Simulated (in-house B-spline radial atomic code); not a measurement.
**Sr4+: [Ar] 3d10 4s2 4p4**

Level of theory: non-relativistic r2SCAN0, spin-polarised, spherical fractional occupations, exact exchange averaged over the configuration, point nucleus; calculated with an all-electron radial atomic-structure program (B-spline basis).

Effective charges: Z_r = [3n² - l(l+1)]/(2<r>) from the radius, Z_e = n√(-2ε) from the energy, and Slater's rules. Values are occupation-weighted means over spin.

```tsv
shell	electrons	ε (eV)	<r> (bohr)	Z_r	Z_e	Slater
1s	2	-15756	0.04019	37.32	34.03	37.70
2s	2	-2169.5	0.1768	33.94	25.26	33.85
2p	6	-1977.5	0.1523	32.84	24.11	33.85
3s	2	-385.25	0.5011	26.94	15.96	26.75
3p	6	-313.98	0.5015	24.92	14.41	26.75
3d	10	-185.71	0.4945	21.23	11.08	16.85
4s	2	-85.636	1.328	18.08	10.04	10.95
4p	4	-67.299	1.449	15.87	8.90	10.95
```

The least bound orbital is 4p down at -64.93 eV, and it is also the most diffuse (<r> = 1.457 bohr).

The density falls to 0.001 bohr⁻³ at 2.994 bohr; Σ<r²> = 19.038 bohr² gives, by the non-relativistic formula and without the paramagnetism of open shells, a Langevin diamagnetic susceptibility of -15.08×10⁻⁶ cm³/mol.
